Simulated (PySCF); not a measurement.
borazine cation (B3H6N3), SMILES B1NBNBN1 (connectivity only; charge and spin as stated), charge +1, multiplicity 2.

Geometry optimised at PBE-D3(BJ)/def2-SVP. The geometry has at least one imaginary mode, so it is a saddle point at that level. The multiplicity is an assumed one; no other spin state was optimised.

Two levels are set side by side: PBE/def2-TZVP (PySCF) and CAM-B3LYP/def2-TZVP (PySCF). Same geometry, gas phase. Differences are taken from unrounded values.

| quantity | CAM-B3LYP | PBE | PBE minus CAM-B3LYP |
|---|---|---|---|
| α-spin orbital gap (eV) | 11.23 | 6.22 | -5.00 |
| β-spin orbital gap (eV) | 4.52 | 0.43 | -4.09 |
| mean polarisability (bohr³) | 70.6 | 70.4 | -0.2 |
